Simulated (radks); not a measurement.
Species: Rb I. Configuration: [Kr] 5s1. All-electron calculation, scalar-relativistic Kohn-Sham, r2SCAN, spin-polarised, spherical densities, finite nucleus; open shells are filled with parallel spins first (spin-orbit coupling, left out, can overturn this in heavy ions); meta-GGA in the generalised Kohn-Sham scheme; Fermi nuclear charge, rms radius 4.2036 fm. Program: a radial shooting solver on a logarithmic mesh with Libxc functionals.

Local quantities along the radius. ELF = 1/(1 + alpha^2) is the electron localisation function; alpha = (tau - tau_W)/tau_unif compares the Pauli kinetic energy density with that of the uniform gas (summed over spins). tau is taken from the large components.

```
   r/bohr * ELF (the largest magnitude, 1, reaches the edge; | marks zero)
 0.003318 |                                                      *
 0.004497 |                                                      *
 0.006046 |                                                      *
 0.008194 |                                                      *
  0.01102 |                                                      *
  0.01493 |                                                      *
  0.02007 |                                                     *
   0.0272 |                                                   *
  0.03658 |                                         *
  0.04957 |                     *
  0.06664 |                *
   0.0896 |                             *
   0.1214 |                                         *
   0.1633 |                                      *
   0.2213 |                 *
   0.2975 |                  *
   0.4032 |                                       *
   0.5421 |                                         *
   0.7346 |                       *
   0.9877 |          *
    1.339 |                                     *
      1.8 |                                             *
    2.439 |                             *
    3.279 |     *
    4.409 |                                   *
    5.975 |                                                      *
    8.033 |                                                      *
    10.89 |                                                      *
    14.64 |                                                      *
```

On this mesh the ELF has minima near r = 0.067, 0.26, 0.99, 3.3 bohr, which separate the shells, and maxima near 0.14 (0.78), 0.47 (0.78), 1.8 (0.83).
